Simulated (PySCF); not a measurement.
**Unknowns**

[PySCF: σ from GIAO-PBE0/pcSseg-1; geometry from GFN2-xTB; equivalent nuclei averaged; gas phase; relativity neglected; single conformer]

References, each an isolated molecule treated in the same way: 1H (31.72 ppm), 13C (186.93 ppm) vs TMS. Splittings of carbon signals by F and P are missing where no couplings were computed. Where no couplings were computed, multiplicities follow the n + 1 count of equivalent neighbours, and m marks all less simple cases (inequivalent or close neighbours, rings, F or P nearby). Shifts are as computed. Against solution values, carbons near 30 ppm lie about +3 ppm off and those near 130 ppm about +5 ppm. Of 1211 compounds with measured shifts, 218 miss one by over three times the rms of a fit or turn the order of signals round; such compounds aren't used in these exercises.

Q: C6H5FSi. 1H NMR (600 MHz, computed): δ 6.68 (m, 1H), 5.29 (m, 2H), 3.69 (d, 1H), 3.60 (s, 1H). 13C{1H} NMR (computed): δ 141.8 (CH), 136.1 (C), 104.0 (CH), 103.1 (CH), 85.4 (C), 83.9 (C). Identify the compound.

A: `C#C/C=C(\C#C)[SiH2]F`. Rings plus π bonds: 5 (no ring in the answer). 6 carbon signals for 6 carbons: no two carbons are equivalent. Carbon types of the structure: 3 × C, 3 × CH, leaving 2 H on heteroatoms. δC 141.8: alkene CH; the olefinic region. δC 136.1: fully substituted alkene carbon; an sp2 carbon of a C=C bond. δC 104.0, 103.1: terminal alkyne carbon; sp carbons lie upfield of alkene carbons because the cylindrical π system leaves one tensor component strongly shielded. δC 85.4, 83.9: alkyne carbon; the triple bond shields along its axis, which puts it between sp3 and sp2 carbons.

The data come from this structure; uniqueness wasn't tested.

Q: C5H8OSi. 1H NMR (300 MHz, computed): δ 7.03 (d, 1H), 6.39 (m, 1H), 4.73 (m, 2H), 4.03 (t, 1H), 3.87 (s, 3H). 13C{1H} NMR (computed): δ 180.5 (C), 156.0 (CH), 137.0 (CH), 83.3 (CH), 56.7 (CH3). Give a structure.

A: SMILES COC1=C[SiH2]C=C1. The formula gives 3 degrees of unsaturation (1 ring in the answer). 5 carbon signals for 5 carbons: no two carbons are equivalent. Carbon types of the structure: 1 × C, 3 × CH, 1 × CH3, leaving 2 H on heteroatoms. δC 180.5: alkene carbon bearing oxygen; an sp2 carbon further deshielded by the attached heteroatom. δC 156.0, 137.0: alkene CH; the olefinic region. δC 83.3: β carbon of an enol-ether or enamine type C=C; the O or N lone pair pushes π density onto this β carbon and shields it. δH 4.03: hydrogen on a β carbon of an enol-ether or enamine type C=C; lone-pair donation from O or N shields it, upfield of ordinary alkene protons.

The data come from this structure; uniqueness wasn't tested.

Q: C4H5F3O2. 1H NMR (600 MHz, computed): δ 10.07 (t, 1H), 4.50 (t, 2H), 2.99 (m, 2H). 13C{1H} NMR (computed): δ 202.9, 130.8, 66.4, 48.4. Give a structure.

A: `InChI=1S/C4H5F3O2/c5-4(6,7)9-3-1-2-8/h2H,1,3H2`. Rings plus π bonds: 1 (no ring in the answer). 4 carbon signals for 4 carbons: no two carbons are equivalent. Carbon types of the structure: 1 × C, 1 × CH, 2 × CH2, which accounts for all hydrogens. δC 202.9: aldehyde carbonyl carbon; low-lying n→π* states of the double bond to the heteroatom give a large paramagnetic term (-261 ppm). δC 130.8: CF3 carbon; 4 electronegative neighbours deshield it. δC 66.4: sp3 CH2 bonded to O; the inductive effect lowers its shielding. δH 10.07: hydrogen on an aldehyde carbonyl carbon; deshielded by the polar, anisotropic C=O bond.

The data come from this structure; uniqueness wasn't tested.
